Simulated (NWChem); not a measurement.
Molecule: hydrogen selenide (H$_{2}$Se); SMILES [SeH2]

```xyz
3

Se     0.0000     0.0000     0.0820
H      1.0538     0.0000    -0.9617
H     -1.0538     0.0000    -0.9617
```
Atoms are numbered in this order, from 1.

Geometry: optimised at PBE-D3(BJ)/def2-SVP. B3LYP is NWChem's, with the RPA form of VWN correlation.

Spin-orbit effects, on the heavy nuclei and on their neighbours, are missing.

Problem. Give the principal values of the shielding tensors (ppm) of Se1 from B3LYP/pcSseg-1, GIAO (NWChem), with their diamagnetic and paramagnetic parts as GIAO splits them.

Solution. 
```tsv
atom	σ11	σ22	σ33	isotropic	diamagnetic	paramagnetic
Se1	1632.7	1935.7	2444.4	2004.3	2998.1	-993.8
```
